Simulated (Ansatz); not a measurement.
```yaml
crystal:
  periodic: [false, false, false]
  atoms:
    - {symbol: F, position_ang: [-0.852577, -1.387745, 1.094370]}
    - {symbol: C, position_ang: [-1.427737, -0.496761, 0.096423]}
    - {symbol: N, position_ang: [-0.827074, 0.551911, -0.307117]}
    - {symbol: C, position_ang: [0.491356, 0.916434, 0.041119]}
    - {symbol: Se, position_ang: [1.736107, -0.004174, -1.390956]}
    - {symbol: H, position_ang: [-2.323537, -0.812787, -0.011803]}
    - {symbol: H, position_ang: [0.745934, 1.949745, -0.040904]}
    - {symbol: H, position_ang: [0.764001, 0.681767, 1.141993]}
    - {symbol: H, position_ang: [1.889992, -1.183158, -0.745982]}
basis:
  gaussian: {orbitals: "6-31G*"}
hamiltonian: {xc: {name: B2GP-PLYP}}
output: {forces: true}
```

```sh
$ ansatz run in.yaml --threads 4 --pin off --events-out ev --progress --plain --max-ram 10444MiB
```

Shortened log:

```
Functional definition: B2GP-PLYP
1013 factors; integrals over basis functions are off by at most 6.4e-4 eV
mean field evaluation 1: about -71651.6422 eV, gradient 3.3e1 eV
mean field evaluation 2: about -71651.6857 eV, gradient 3.3e1 eV
mean field evaluation 4: about -71653.8191 eV, gradient 4.3e0 eV
mean field evaluation 8: about -71653.8713 eV, gradient 5.0e-1 eV
mean field evaluation 16: about -71653.8724 eV, gradient 2.0e-4 eV
mean field -71653.87240360 eV, -2633.2312420930 hartree, gradient 8.0e-6 eV, S^2 0.000000; 0 other end points of the search recorded, 0 dependent functions left out
13 core orbitals not correlated: weight in the atoms' cores, before any rotation towards them, 1.000 or more for the frozen orbitals, at most 0.000 for the correlated occupied ones
reference -71653.87250055 eV, -2633.2312456559 hartree; 20, 20 occupied and 70, 70 virtual orbitals, 1013 factors
second order -27.00394177 eV of doubles, -0.00000000 eV of singles
Total energy: -71663.59391958 eV, -2633.5885012160 hartree
Atom 0 at    -0.852577    -1.387745     1.094370 Å, force    -0.541868     1.281926    -1.681299 eV/Å
Atom 1 at    -1.427737    -0.496761     0.096423 Å, force     8.625711     2.749370     3.018761 eV/Å
Atom 2 at    -0.827074     0.551911    -0.307117 Å, force    -2.203736    -1.494139    -0.009889 eV/Å
Atom 3 at     0.491356     0.916434     0.041119 Å, force     1.652860    -1.990826     1.637508 eV/Å
Atom 4 at     1.736107    -0.004174    -1.390956 Å, force    -0.821511     3.894151    -0.678561 eV/Å
Atom 5 at    -2.323537    -0.812787    -0.011803 Å, force    -6.345394    -1.798801    -1.514781 eV/Å
Atom 6 at     0.745934     1.949745    -0.040904 Å, force    -0.438110     0.786594    -0.753721 eV/Å
Atom 7 at     0.764001     0.681767     1.141993 Å, force    -0.179868    -0.323895    -1.904204 eV/Å
Atom 8 at     1.889992    -1.183158    -0.745982 Å, force     0.251916    -3.104378     1.886186 eV/Å
Dipole moment:    -0.174522    -0.014507     0.205347 e Å
```

Hardware: 4 threads of an Intel Xeon Platinum 8259CL on a shared host. Wall time 4 s, peak host memory 0.47 GiB.
